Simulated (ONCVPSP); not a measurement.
**Before and after: ONCV potential for boron**

ONCVPSP 4.0.1 input, shortened (lines: element, Z, core and valence counts, functional; n l f; lmax; l rc ep ncon nbas qcut; lloc lpopt rc5 dvloc0; l nproj debl; icmod fcfact rcfact), Wu-Cohen, scalar-relativistic:

```
  B 5.00    1    1  -118130      upf
    1    0    2.00
    2    0    1.50
    1
    0    1.60    0.00    3    6    3.70
    1    1.30    0.11    4    8    6.60
    4    5    1.15    0.00
    0    1    1.30
    1    2    2.30
    2    0.65    0.80
```

In the p channel the program set the typed energies aside and used 0.050, 2.350 Ha.

All-electron outer shells of the reference configuration (Wu-Cohen, scalar-relativistic, ld1.x):

```csv
shell,level (eV),outermost node (bohr),outermost maximum (bohr)
1s,-201.56,–,0.21
2s,-25.27,0.46,1.41
```

Change: s: qcut 4.3; p: qcut 7.7.

Cutoffs: the cutoffs (Ha) at which the residual kinetic energy of the hardest occupied pseudo-wave falls to 1 and 0.1 mHa per electron; they do not see the model core or the augmentation charge, which bear on the density cutoff. Errors are all-electron minus pseudo energies relative to the spin-unpolarised reference configuration.

How do hardness, ghosts and transferability respond?

The potential gets softer (14 Ha and 36 Ha → 8.7 Ha and 32 Ha); of the 4 tests that both files solve, the error grows in 2 and shrinks in 2 by more than 15 % and 0.3 meV (median size 16.4 → 12.0 meV); neither file shows a bound ghost.

```csv
quantity,base,changed
"cutoff, loose",14 Ha,8.7 Ha
"cutoff, tight",36 Ha,32 Ha
bound ghosts,none,none
GHOST(+) flags under 300 eV,none,none
"error for 2s2 2p1, meV [ΔE -19.31 eV]",+44,+34
"error for 2s2, meV [ΔE -11.16 eV]",+2.5,+3.5
"error for 2s1, meV [ΔE 14.14 eV]",+3.7,+5.5
"error for 2s1 2p1, meV [ΔE -5.01 eV]",+29,+19
s: phases at 1.63 bohr within 0.05 rad from the reference energy up to (Ha; the scan ends near 5),0.9,1.0
p: phases at 1.32 bohr within 0.05 rad from the reference energy up to (Ha; the scan ends near 5),to the end of the scan,to the end of the scan
"rms error of d²Exc/dni dnj with the model core, mHa",0.37,0.76
```
